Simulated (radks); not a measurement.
All-electron atom: Bi in [Hg] 6p3.

All-electron calculation, Dirac Kohn-Sham, BLYP, spin-unpolarised, spherical densities, finite nucleus; open shells fill j = l - 1/2 first; Fermi nuclear charge, rms radius 5.5211 fm. Program: a radial shooting solver on a logarithmic mesh with Libxc functionals.

Energy parts (hartree):
total: -21576.0440
kinetic: 25202.2192
electron-nucleus: -54678.3757
Hartree: 8299.7660
exchange-correlation: -399.6535

Orbitals (lengths in bohr, moments of r in powers of bohr; <r^-3> diverges for s and p1/2):
| orbital | occ. | eigenvalue (hartree) | <1/r> | <r^-3> | <r> |
|---|---|---|---|---|---|
| 1s1/2 | 2 | -3324.286 | 103.2 | - | 0.01580 |
| 2s1/2 | 2 | -596.7715 | 25.57 | - | 0.06579 |
| 2p1/2 | 2 | -573.6744 | 25.54 | - | 0.05388 |
| 2p3/2 | 4 | -488.4148 | 20.24 | 24420 | 0.06292 |
| 3s1/2 | 2 | -143.9982 | 9.375 | - | 0.1710 |
| 3p1/2 | 2 | -133.4925 | 9.290 | - | 0.1615 |
| 3p3/2 | 4 | -114.4041 | 7.903 | 5795 | 0.1780 |
| 3d3/2 | 4 | -97.07548 | 7.804 | 1019 | 0.1545 |
| 3d5/2 | 6 | -93.02775 | 7.498 | 827.0 | 0.1595 |
| 4s1/2 | 2 | -33.00615 | 3.987 | - | 0.3770 |
| 4p1/2 | 2 | -28.42591 | 3.879 | - | 0.3777 |
| 4p3/2 | 4 | -23.72056 | 3.399 | 1435 | 0.4125 |
| 4d3/2 | 4 | -16.24338 | 3.204 | 229.9 | 0.4161 |
| 4d5/2 | 6 | -15.36513 | 3.096 | 182.2 | 0.4272 |
| 4f5/2 | 6 | -5.66079 | 2.766 | 40.64 | 0.4381 |
| 4f7/2 | 8 | -5.45900 | 2.725 | 38.46 | 0.4443 |
| 5s1/2 | 2 | -5.73780 | 1.670 | - | 0.8316 |
| 5p1/2 | 2 | -4.14687 | 1.549 | - | 0.8852 |
| 5p3/2 | 4 | -3.23872 | 1.372 | 273.0 | 0.9751 |
| 5d3/2 | 4 | -1.02030 | 1.087 | 29.59 | 1.213 |
| 5d5/2 | 6 | -0.91031 | 1.045 | 22.77 | 1.258 |
| 6s1/2 | 2 | -0.50460 | 0.5898 | - | 2.189 |
| 6p1/2 | 2 | -0.20050 | 0.4594 | - | 2.798 |
| 6p3/2 | 1 | -0.13288 | 0.3878 | 18.50 | 3.288 |

The highest occupied level is 6p3/2 at -3.616 eV. The electron density at the nucleus is 2.97e+06 e/bohr^3. Summed over all electrons, <r^2> = 74.51 bohr^2, which gives a Langevin (diamagnetic) susceptibility term of -59 x 10^-6 cm^3/mol. The density falls to 0.001 e/bohr^3 at r = 4.72 bohr. For comparison, the ionisation energy in NIST's Atomic Spectra Database is 7.286 eV (measured). In exact Kohn-Sham theory the highest level is minus the ionisation energy, but local and semilocal functionals leave it too shallow, through self-interaction and a potential that decays too fast; potentials with the right tail come closer.

Beside tabulated values, note that spin-unpolarised runs miss the spin-polarisation part of the exchange energy of open shells.
